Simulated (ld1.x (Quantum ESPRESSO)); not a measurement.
**Reading a pseudo-wave (aluminium (Al))**

Columns: radius, all-electron u(r) and pseudo u(r) of the 3p shell (level -3.32 eV) of aluminium in the configuration [He] 2s2 2p6 3s1 3p2; PBEsol, scalar-relativistic, ultrasoft scheme, ld1.x (Quantum ESPRESSO) 7.5.

| r (bohr) | all-electron | pseudo |
| --- | --- | --- |
| 0.055 | 0.0308 | 0.0148 |
| 0.110 | 0.0879 | 0.0567 |
| 0.165 | 0.1431 | 0.1194 |
| 0.220 | 0.1855 | 0.1929 |
| 0.275 | 0.2125 | 0.2663 |
| 0.330 | 0.2246 | 0.3285 |
| 0.385 | 0.2238 | 0.3708 |
| 0.440 | 0.2124 | 0.3877 |
| 0.495 | 0.1927 | 0.3776 |
| 0.550 | 0.1667 | 0.3428 |
| 0.605 | 0.1362 | 0.2888 |
| 0.660 | 0.1026 | 0.2227 |
| 0.715 | 0.0669 | 0.1522 |
| 0.770 | 0.0300 | 0.0836 |
| 0.825 | -0.0073 | 0.0216 |
| 0.880 | -0.0445 | -0.0319 |
| 0.935 | -0.0812 | -0.0773 |
| 0.990 | -0.1171 | -0.1164 |
| 1.045 | -0.1519 | -0.1519 |
| 1.100 | -0.1854 | -0.1854 |
| 1.155 | -0.2176 | -0.2176 |
| 1.210 | -0.2482 | -0.2482 |
| 1.265 | -0.2774 | -0.2774 |
| 1.320 | -0.3050 | -0.3050 |
| 1.375 | -0.3310 | -0.3310 |
| 1.430 | -0.3556 | -0.3556 |

Problem. How many radial nodes do the two functions have?

Solution. The all-electron 3p function has n − l − 1 = 1; the pseudo-wave has 1, since 1 lower shell of the same l stays in the valence.

Problem. At about which radius was the pseudo-wave matched?

Solution. 1.10 bohr. The columns agree to 0.0005 from 1.04 bohr on; several derivatives are matched, so the curves merge somewhat inside the radius.

Problem. Is the pseudo-wave norm-conserving?

Solution. No, it belongs to an ultrasoft set: the norm inside the radius is not constrained, and the difference is carried by the augmentation charge.
